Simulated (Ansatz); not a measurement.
BrFH2Sn (`[F][SnH2][Br]`), relaxed with RKS PBE0-D4/def2-TZVP in Ansatz 0.2.0 from a PBE-D4/def2-SVP geometry. The force threshold is 0.005 eV/Å; the program also tests the step.

Charge 0, multiplicity 1. Sn takes the def2 core potential.

Start:

```xyz
5

F    -1.131   -0.093    1.530
Sn   -0.126   -0.054   -0.149
Br    2.204    0.644    0.442
H    -0.095   -1.678   -0.718
H    -0.852    1.180   -1.105
```

| step | energy (eV) | largest force (eV/Å) | largest move (Å) |
| --- | --- | --- | --- |
| 1 | -78619.7834 | 0.676 | 0.000 |
| 2 | -78619.8148 | 0.488 | 0.074 |
| 3 | -78619.8284 | 0.064 | 0.032 |
| 4 | -78619.8286 | 0.010 | 0.006 |
| 5 | -78619.8286 | 0.002 | 0.002 |

End:

```xyz
5

F    -1.090   -0.086    1.498
Sn   -0.121   -0.053   -0.153
Br    2.160    0.634    0.452
H    -0.102   -1.654   -0.708
H    -0.848    1.159   -1.089
```

Run time 19 s (2 threads of an AMD EPYC 7R13 on a shared host); peak host memory 0.4 GiB.
